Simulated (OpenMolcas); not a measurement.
Rh5+ among 4 point charges of -2 e arranged as a tetrahedron (Td).

```yaml
Program: OpenMolcas
Method: CASSCF
Basis: ANO-RCC-VDZP [6s5p3d1f]
Scalar_Hamiltonian: DKH2, point nucleus
Active_space: 4 electrons in 5 orbitals (4d)
State_averaging: 2S+1 = 5 even, 5 roots; 2S+1 = 3 even, 45 roots; 2S+1 = 1 even, 50 roots
Spin-orbit_coupling: state interaction with AMFI integrals over the reference wave functions
```

All point charges move together. At R = 2 Å |10Dq| is 2244 cm-1, and at R = 2.24 Å it is 1315 cm-1.

Problem. A third run gives 1708 cm-1. What distance was it run at?

Solution. With a power law R^-n the two known points give n = -ln(1315 / 2244) / ln(2.24 / 2) = 4.72. Then R = 2 × (2244 / 1708)^(1/4.72) = 2.119 Å. The run was at 2.12 Å, so the estimate is off by -0.001 Å.

Without dynamic correlation the repulsion within the d shell is too large (B by tens of per cent), so at a given field states of lower spin stand too high. Point charges give a weaker field than real ligands, and real ions of this kind are as a rule low spin; the high spin found here belongs to the model. The ground term spreads over less than 5000 cm-1, several times less than with real ligands, so orbital moments are less quenched and χT lies further from the spin-only value than at real sites. An orbital triplet at a regular site is open to Jahn-Teller coupling, which can distort the site and quench the lowest spin-orbit gaps and is left out (holds for R = 2; R = 2.12). Spin-orbit coupling mixes the spin-free states strongly: the lowest level takes only 69 % from its leading state, 5T2 (holds for R = 2.24). This is an electrostatic model: the charges have no orbitals. No measured value stands beside these numbers.
